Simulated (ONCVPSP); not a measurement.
**Varying the ONCV potential for Cd**

Base potential:

ONCVPSP 4.0.1 input, shortened (lines: element, Z, core and valence counts, functional; n l f; lmax; l rc ep ncon nbas qcut; lloc lpopt rc5 dvloc0; l nproj debl; icmod fcfact rcfact), PBE, scalar-relativistic:

```
  Cd 48.00    6    4        4      upf
    1    0    2.00
    2    0    2.00
    2    1    6.00
    3    0    2.00
    3    1    6.00
    3    2   10.00
    4    0    2.00
    4    1    6.00
    4    2   10.00
    5    0    1.00
    2
    0    1.65    0.00    4    8    6.40
    1    1.10    0.00    3    6    8.70
    2    1.80    0.00    3    8    7.70
    4    5    1.05    0.00
    0    3    3.10
    1    2    2.00
    2    2    1.90
    3    4.25    1.20
```

In the p channel the program set the typed energies aside and used -2.786, 0.250 Ha.

All-electron outer shells of the reference configuration (PBE, scalar-relativistic, ld1.x):

```
shell  level (eV)  outermost node (bohr)  outermost maximum (bohr)
   3d     -402.41                      –                      0.27
   4s     -114.75                   0.43                      0.79
   4p      -75.82                   0.43                      0.84
   4d      -20.51                   0.42                      0.98
   5s      -13.06                   1.06                      2.23
```

Cutoffs, loose and tight: the cutoffs (Ha) at which the residual kinetic energy of the hardest occupied pseudo-wave falls to 1 and 0.1 mHa per electron. They do not see the model core or the augmentation charge, which bear on the density cutoff. Test errors are all-electron minus pseudo excitation energies from the reference, over the configurations 4s2 4p6 4d10 5s2; 4s2 4p6 4d10 5s0; 4s2 4p6 4d9 5s0; 4s2 4p6 4d10 5s0 5p1. A dash means not determined; rows that change the core or the reference have their own tests.

| change | outcome | cutoff, loose | cutoff, tight | bound ghosts | GHOST(+) flags above zero | largest test error (meV) |
| --- | --- | --- | --- | --- | --- | --- |
| base | generated, projector energies reset by the program | 35 Ha | 94 Ha | none | s | -5.8 |
| s: qcut 3.8 | generated, projector energies reset by the program | 35 Ha | 94 Ha | none | s | -6.0 |
| core [Kr], valence charge 12; reference 4d10 5s2; waves now 5s: rc 2.60 bohr, ncon 4, nbas 8, qcut 2.9 1/bohr, 2 projectors, debl 1.2 Ha; p scattering state at 0.38 Ha: rc 2.45 bohr, ncon 4, nbas 8, qcut 3.1 1/bohr, 2 projectors, debl 0.6 Ha; 4d: rc 1.80 bohr, ncon 4, nbas 9, qcut 10.5 1/bohr, 2 projectors, debl 1.5 Ha; local potential polynomial inside 1.60 bohr (lpopt 5, dvloc0 6 Ha) | generated, projector energies reset by the program | 32 Ha | 38 Ha | none | s | +22 |
| d: qcut 10.6 | generated, projector energies reset by the program | 35 Ha | 94 Ha | none | s | -6.9 |
| local potential polynomial inside 0.70 bohr (lpopt 5, dvloc0 0 Ha) | generated, projector energies reset by the program | 35 Ha | 94 Ha | none | s, p | -5.7 |
| core correction none | generated, projector energies reset by the program | 35 Ha | 94 Ha | none | s | -4.4 |
| p: nbas 8 | generated, projector energies reset by the program | 34 Ha | 156 Ha | none | s | -5.7 |

(1) What comes out with this change to the base: reference 4s2 4p6 4d10 5s1.5 5p0.5; wave 4p: rc 1.10 bohr, ncon 3, nbas 6, qcut 8.7 1/bohr, 2 projectors, debl 2 Ha becomes 4p+5p: rc 1.10 bohr, ncon 3, nbas 6, qcut 8.7 1/bohr, 2 projectors?

Answers

(1) outcome: generated; cutoff, loose: 35 Ha; cutoff, tight: 94 Ha; bound ghosts: none; GHOST(+) flags above zero: s; largest test error (meV): -8.3 over the solved tests; 1 of 4 tests not solved or not reliable.
